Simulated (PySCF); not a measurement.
Species: C3H6NSSi (doublet state).
Atom-mapped SMILES: `[CH3:1][CH2:2][Si@@H:3]([S:4])[C:5]#[N:6]` (hydrogens: H7, H8, H9 on C1; H10, H11 on C2; H12 on Si3)

The geometry is computed with GFN2-xTB (gas phase). This method treats the open shell by occupation alone, without spin polarisation.

Entries marked ? are missing. Bonds in one row agree within 0.01 Å.

```csv
coordinate,value
C1–C2,?
C2–Si3,?
Si3–S4,2.107 Å
Si3–C5,?
C5≡N6,1.144 Å
"C1–H7, C1–H8, C1–H9",1.088 Å
C2–H10,1.092 Å
C2–H11,1.091 Å
Si3–H12,1.459 Å
C1–C2–Si3,?
C2–Si3–S4,?
C2–Si3–C5,?
S4–Si3–C5,107.6°
Si3–C5–N6,179.4°
```

**Question.** Fill in the missing values.

**Answer.** 
- C1–C2 = 1.522 Å, drawn single (ends: carbon bonded to C and 3 H; carbon bonded to C, Si and 2 H); equal to the sum of covalent radii, 1.52 Å.
- C2–Si3 = 1.908 Å, drawn single (ends: carbon bonded to C, Si and 2 H; silicon bonded to 2 C, S and H); 0.04 Å above the sum of covalent radii, 1.87 Å.
- Si3–C5 = 1.874 Å, drawn single (ends: silicon bonded to 2 C, S and H; carbon bonded to N and Si); 0.07 Å above the sum of covalent radii, 1.80 Å.
- C1–C2–Si3 = 112.3°, at the carbon bonded to C, Si and 2 H; the outer atoms are 2.856 Å apart.
- C2–Si3–S4 = 111.1°, at the silicon bonded to 2 C, S and H; the outer atoms are 3.314 Å apart.
- C2–Si3–C5 = 105.9°, at the silicon bonded to 2 C, S and H; the outer atoms are 3.019 Å apart.

Radii are Cordero's, carbon taken as 0.76, 0.73 or 0.69 Å for four, three, and two or fewer neighbours.

Whether it is a minimum is left open (no frequencies). Torsions: C1–C2–Si3–S4 -178°.

One conformer stands for the species.
